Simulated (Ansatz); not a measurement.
Ansatz results at the PBE0-D4/def2-TZVP geometry: HOMO–LUMO gap (PBE0/def2-TZVPP) 6.38 eV; size of the dipole moment (B3LYP/def2-TZVPP) 1.07 D; HOMO energy (PBE/def2-TZVPP) -5.63 eV.

Each molecule was computed in one conformer, which needn't be the lowest.

Q: Which molecule gave them?
A. `C[N](C)[Zr]1234([CH3])([CH3])[C@H]5[C@@H]1[C@@H]2[C@@H]3[C@H]54`
B. `C[O][Hf]1234([Cl])([N](C)C)[C@@H]5[C@H]1[C@H]2[C@@]3(F)[C@@H]54`
C. `[OH][Zr]12345678([OH])([C@H]9[C@@H]1[C@@H]2[C@@H]3[C@H]94)[C@H]1[C@@H]5[C@@H]6[C@@H]7[C@H]18`
D. `C[N](C)[Hf]1234([NH2])([NH2])[C@@H]5[C@H]1[C@H]2[C@@]3(F)[C@@H]54`

A: C. The others give `C[N](C)[Zr]1234([CH3])([CH3])[C@H]5[C@@H]1[C@@H]2[C@@H]3[C@H]54`: 5.55, 1.66, -5.06; `C[N](C)[Hf]1234([NH2])([NH2])[C@@H]5[C@H]1[C@H]2[C@@]3(F)[C@@H]54`: 6.00, 1.38, -4.79; `C[O][Hf]1234([Cl])([N](C)C)[C@@H]5[C@H]1[C@H]2[C@@]3(F)[C@@H]54`: 5.88, 4.29, -5.12.

B3LYP here is the variant with VWN-RPA as its local correlation; programs differ in this.
